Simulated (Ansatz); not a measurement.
System: sum formula SiBr2F2, charge 0, multiplicity 1. 
Geometry from a B3LYP-D3(BJ)/def2-TZVP (Ansatz, an electronic-structure program) optimisation:
```xyz
5

F     -0.0035     1.6880    -1.1561
Si    -0.0108     0.6657     0.0470
F     -0.0485     1.5083     1.3815
Br     1.8284    -0.5169    -0.0042
Br    -1.8107    -0.5713    -0.0726
```

Quantity: atomisation energy (electronic, to ground-state atoms), in kcal/mol. Valence correlation only, unless marked. Open shells are spin-unrestricted. Spin-orbit coupling is left out. Frozen are the shells of the preceding noble gas and the d and f shells that filled before the atom's block. No relativistic terms. The coupled-cluster limit lacks core correlation, which all-electron functionals hold. CBS marks a two-point X^-3 extrapolation of the correlation energy; Hartree-Fock from the larger set.

```csv
level,program,atomisation energy (kcal/mol)
B97M-V/def2-TZVPD,Ansatz,445.7
BHLYP-D4/def2-TZVPD,Ansatz + dftd4,421.6
B2PLYP-D4/def2-TZVPD,Ansatz + dftd4,439.3
SCS-MP2/def2-TZVPP,Ansatz,440.4
```

Task: Predict the CCSD(T)/CBS(def2-TZVPPD,def2-QZVPPD) result (Ansatz).

Result: 449.0 kcal/mol, so SCS-MP2/def2-TZVPP differs from it by -8.6 kcal/mol.
